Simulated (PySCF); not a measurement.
B(AsH2)(H)2 (AsBH4), SMILES B[AsH2]. Heavy atoms are numbered as in [BH2:1][AsH2:2]. Hydrogens are named by the atom that carries them.

The structure is a stationary point at r2SCAN-D4/def2-TZVP.

These are B3LYP/pcSseg-2 run with PySCF values and carry that method's errors.

GIAO shieldings, no solvent; atoms alike by connectivity are averaged. δ = σ(ref) − σ: ¹¹B against BF3 (σ = 86.3 ppm); ⁷⁵As against AsH3 (σ = 1865.3 ppm); ¹H against TMS (σ = 31.68 ppm), references at their B3LYP-D3(BJ)/def2-TZVP geometries, non-relativistic.

Computed chemical shifts:
```json
[
 {"nucleus": "¹¹B", "atoms": "B1 (BH2)", "count": "1", "δ (ppm)": "98.6"},
 {"nucleus": "⁷⁵As", "atoms": "As2 (AsH2)", "count": "1", "δ (ppm)": "232.0"},
 {"nucleus": "¹H", "atoms": "H on B1", "count": "2", "δ (ppm)": "9.68"},
 {"nucleus": "¹H", "atoms": "H on As2", "count": "2", "δ (ppm)": "3.92"}
]
```
